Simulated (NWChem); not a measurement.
Program: NWChem. System: ClGa, charge 0, spin multiplicity 1, at a geometry optimised with B3LYP/def2-SVP. The structure started from a generated list of species. Level: RHF/def2-TZVP.

Input file:

```
start mol
memory heap 200 mb stack 900 mb global 1100 mb
geometry units angstroms nocenter noautoz
  Ga     0.000000     0.000000    -0.790946
  Cl     0.000000     0.000000     1.442313
  symmetry group C2v
end
basis spherical
  * library def2-tzvp
end
scf
  rhf
  nopen 0
  maxiter 100
  thresh 1e-7
  semidirect memsize 60000000 filesize 0
end
task scf energy
```

Output (cleaned and shortened):

```
             Northwest Computational Chemistry Package (NWChem) 7.3.0
             --------------------------------------------------------

                                NWChem Input Module
                                -------------------

 Scaling coordinates for geometry "geometry" by  1.889725989
 (inverse scale =  0.529177249)

 Turning off AUTOSYM since
 SYMMETRY directive was detected!

                             Geometry "geometry" -> ""
                             -------------------------

 Output coordinates in angstroms (scale by  1.889725989 to convert to a.u.)

  No.       Tag          Charge          X              Y              Z
 ---- ---------------- ---------- -------------- -------------- --------------
    1 Ga                  31.0000     0.00000000     0.00000000    -0.79094600
    2 Cl                  17.0000     0.00000000     0.00000000     1.44231300

 Effective nuclear repulsion energy (a.u.)     124.8741906885

            Nuclear Dipole moment (a.u.)
            ----------------------------
        X                 Y               Z
 ---------------- ---------------- ----------------
     0.0000000000     0.0000000000    -0.0000094486

      Symmetry information
      --------------------

 Group name             C2v
 Group number             16
 Group order               4
 No. of unique centers     2

      Symmetry unique atoms

     1    2


 Summary of "ao basis" -> "" (spherical)
 ------------------------------------------------------------------------------
       Tag                 Description            Shells   Functions and Types
 ---------------- ------------------------------  ------  ---------------------
 *                         def2-tzvp                  on all atoms

 Summary of "ao basis" -> "ao basis" (spherical)
 ------------------------------------------------------------------------------
       Tag                 Description            Shells   Functions and Types
 ---------------- ------------------------------  ------  ---------------------
 Ga                        def2-tzvp                16       48   6s5p4d1f
[...]
    60      0.241435  2 Cl px                54     -0.191978  2 Cl px

 Vector   23  Occ=2.000000D+00  E=-4.416134D-01  Symmetry=b2
              MO Center=  4.1D-31,  2.0D-16,  1.3D+00, r^2= 1.3D+00
   Bfn.  Coefficient  Atom+Function         Bfn.  Coefficient  Atom+Function
  ----- ------------  ---------------      ----- ------------  ---------------
    64      0.523237  2 Cl py                67      0.359859  2 Cl py
    61      0.241435  2 Cl py                55     -0.191978  2 Cl py

 Vector   24  Occ=2.000000D+00  E=-3.519799D-01  Symmetry=a1
              MO Center= -2.8D-17, -2.0D-15, -6.7D-01, r^2= 3.3D+00
   Bfn.  Coefficient  Atom+Function         Bfn.  Coefficient  Atom+Function
  ----- ------------  ---------------      ----- ------------  ---------------
     6      0.532779  1 Ga s                  5      0.467688  1 Ga s
    65      0.291480  2 Cl pz                68      0.242064  2 Cl pz
    18     -0.223461  1 Ga pz                 4     -0.221124  1 Ga s
     3     -0.154353  1 Ga s

 Vector   25  Occ=0.000000D+00  E= 3.342842D-02  Symmetry=b1
              MO Center=  4.4D-15, -4.6D-30, -8.7D-01, r^2= 4.6D+00
   Bfn.  Coefficient  Atom+Function         Bfn.  Coefficient  Atom+Function
  ----- ------------  ---------------      ----- ------------  ---------------
    19      0.848285  1 Ga px                16      0.287886  1 Ga px
    66     -0.229382  2 Cl px

 Vector   26  Occ=0.000000D+00  E= 3.342842D-02  Symmetry=b2
              MO Center= -2.6D-30,  2.6D-16, -8.7D-01, r^2= 4.6D+00
   Bfn.  Coefficient  Atom+Function         Bfn.  Coefficient  Atom+Function
  ----- ------------  ---------------      ----- ------------  ---------------
    20      0.848285  1 Ga py                17      0.287886  1 Ga py
    67     -0.229382  2 Cl py

 Vector   27  Occ=0.000000D+00  E= 1.198216D-01  Symmetry=a1
              MO Center= -8.0D-15,  7.2D-16, -7.9D-01, r^2= 6.3D+00
   Bfn.  Coefficient  Atom+Function         Bfn.  Coefficient  Atom+Function
  ----- ------------  ---------------      ----- ------------  ---------------
    21      1.198943  1 Ga pz                53     -0.773978  2 Cl s
     6      0.539149  1 Ga s                 68      0.443570  2 Cl pz
    18      0.159640  1 Ga pz

 center of mass
 --------------
 x =   0.00000000 y =   0.00000000 z =  -0.07421938

 moments of inertia (a.u.)
 ------------------
         413.186027246171           0.000000000000           0.000000000000
           0.000000000000         413.186027246171           0.000000000000
           0.000000000000           0.000000000000           0.000000000000

  Mulliken analysis of the total density
  --------------------------------------

    Atom       Charge   Shell Charges
 -----------   ------   -------------------------------------------------------
    1 Ga  31    30.55   2.00  2.00  1.18  0.78  1.04  0.90  5.98  4.43  1.56  0.38  0.18  8.89  1.12  0.00  0.07  0.02
    2 Cl  17    17.45   2.01  0.45  1.52  1.08  0.88  4.18  1.69  1.07  2.86  1.70  0.00  0.01  0.00

       Multipole analysis of the density wrt the origin
       ------------------------------------------------

     L   x y z        total         open         nuclear
     -   - - -        -----         ----         -------
     0   0 0 0     -0.000000      0.000000     48.000000

     1   1 0 0      0.000000      0.000000      0.000000
     1   0 1 0      0.000000      0.000000      0.000000
     1   0 0 1     -1.003117      0.000000     -0.000009

     2   2 0 0    -20.543734      0.000000      0.000000
     2   1 1 0      0.000000      0.000000      0.000000
     2   1 0 1      0.000000      0.000000      0.000000
     2   0 2 0    -20.543734      0.000000      0.000000
     2   0 1 1      0.000000      0.000000      0.000000
     2   0 0 2    -25.381257      0.000000    195.544333

 Task  times  cpu:        3.0s     wall:        3.0s

 Total times  cpu:        3.0s     wall:        3.0s
```
